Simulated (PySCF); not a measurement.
**Correlation energy of Al (aluminium, neutral)**

[Ne] 3s2 3p1, 2P determinant. Computed with PySCF 2.14 in pcseg-2 (5s4p2d1f, 34 functions), with no relativity, point nucleus. Frozen: [Ne]; 3 electrons correlated.

MP2 pair energies summed by pair of shells (mhartree):

```tsv
pair	energy	share (%)
3s-3s	-20.01	63.1
3s-3p	-11.72	36.9
```

Total MP2 correlation energy: -31.73 mhartree.

Same-spin part -1.90 and opposite-spin part -29.83 mhartree; SCS-MP2 scales them by 1/3 and 6/5 to -36.42 mhartree.

| level | correlation energy (mhartree) |
| --- | --- |
| CCSD | -44.67 |
| (T) | -0.69 |
| CCSD(T) | -45.36 |

Diagnostics: T1 = 0.013, D1 = 0.0242, largest double amplitude 0.092.

Cost of the coupled-cluster step: 0.25 s of wall time on 1 thread of Intel(R) Xeon(R) Platinum 8375C CPU @ 2.90GHz (shared host), for 3 correlated electrons.

Iterations:

```
CC2 = 0
CCSD nocc = (np.int64(2), np.int64(1)), nmo = (29, 29)
frozen orbitals [[0, 1, 2, 3, 4], [0, 1, 2, 3, 4]]
max_cycle = 100
direct = 0
conv_tol = 1e-08
conv_tol_normt = 1e-06
diis_space = 8
diis_start_cycle = 0
Init t2, MP2 energy = -0.0317253761870241
Init E_corr(UCCSD) = -0.0317253761884169
cycle = 1  E_corr(UCCSD) = -0.0394834868979324  dE = -0.00775811071  norm(t1,t2) = 0.0545334
cycle = 2  E_corr(UCCSD) = -0.0423791231230883  dE = -0.00289563623  norm(t1,t2) = 0.024239
cycle = 3  E_corr(UCCSD) = -0.0446624682981952  dE = -0.00228334518  norm(t1,t2) = 0.0116606
cycle = 4  E_corr(UCCSD) = -0.0446628418832775  dE = -3.73585082e-07  norm(t1,t2) = 0.00132925
cycle = 5  E_corr(UCCSD) = -0.0446757628325697  dE = -1.29209493e-05  norm(t1,t2) = 0.00016856
cycle = 6  E_corr(UCCSD) = -0.044668320647591  dE = 7.44218498e-06  norm(t1,t2) = 3.28183e-05
cycle = 7  E_corr(UCCSD) = -0.0446706977610172  dE = -2.37711343e-06  norm(t1,t2) = 1.06025e-05
cycle = 8  E_corr(UCCSD) = -0.0446703249587815  dE = 3.72802236e-07  norm(t1,t2) = 2.2001e-06
cycle = 9  E_corr(UCCSD) = -0.0446703116990554  dE = 1.32597262e-08  norm(t1,t2) = 3.2015e-07
cycle = 10  E_corr(UCCSD) = -0.0446703185323194  dE = -6.83326399e-09  norm(t1,t2) = 7.62185e-08
UCCSD converged
E(UCCSD) = -241.9140111539752  E_corr = -0.04467031853231938
UCCSD(T) correction = -0.0006895211666146
```
